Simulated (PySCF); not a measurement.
Cd(I)(SiH3) (CdH3ISi), SMILES [SiH3][Cd][I]. Atoms are numbered in the order given.

```xyz
6

Cd     0.0000     0.0000     0.8036
I      0.0000     0.0000    -1.8173
Si     0.0000     0.0000     3.3042
H     -1.2132    -0.7005     3.8275
H      0.0000     1.4009     3.8275
H      1.2132    -0.7005     3.8275
```
Charge 0, spin multiplicity 1.

Geometry: PBE0-D3(BJ)/def2-SVP. The def2 effective core potentials stand for the cores of Cd, I; spin–orbit coupling is left out.

Computed with IEF-PCM-ωB97X/def2-SVP (PySCF).

The values are the electrostatic part of the solvation free energy, E(continuum) − E(gas) at the gas-phase geometry, in a cavity of scaled van der Waals radii (PySCF's table); cavitation and dispersion terms are not included. A continuum can't describe solvent molecules that bind to the metal. In vacuum the orbital gap is 10.00 eV. The dipole moment in vacuum is 2.24 D.

Computed values in water (ε = 78.36), methanol (ε = 32.61), acetone (ε = 20.49):
| solvent | ε | ΔG(elec) (kcal/mol) | dipole (D) | gap (eV) |
|---|---|---|---|---|
| water | 78.36 | -11.1 | 3.08 | 10.68 |
| methanol | 32.61 | -10.7 | 3.06 | 10.67 |
| acetone | 20.49 | -10.3 | 3.04 | 10.67 |
